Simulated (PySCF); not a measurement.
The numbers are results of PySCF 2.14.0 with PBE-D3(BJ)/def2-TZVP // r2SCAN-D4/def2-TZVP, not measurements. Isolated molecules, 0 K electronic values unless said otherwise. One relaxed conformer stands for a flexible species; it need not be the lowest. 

Reference species (SMILES): `O=[Si](O)[SiH3]` (Si–Si–O–H torsion 0°) (neutral, multiplicity 1).

```json
{
 "S1 oscillator strength": "0.003",
 "LUMO": "-2.52 eV"
}
```

Changed species: `O/[SiH]=[SiH]\O` (H–O–Si–Si torsion 52°, Si–Si–O–H torsion -118°).

Problem. Predict the effect on the S1 oscillator strength and LUMO.

Solution. the S1 oscillator strength rises by 0.015, to 0.018; the LUMO falls by 0.05 eV, to -2.57 eV.
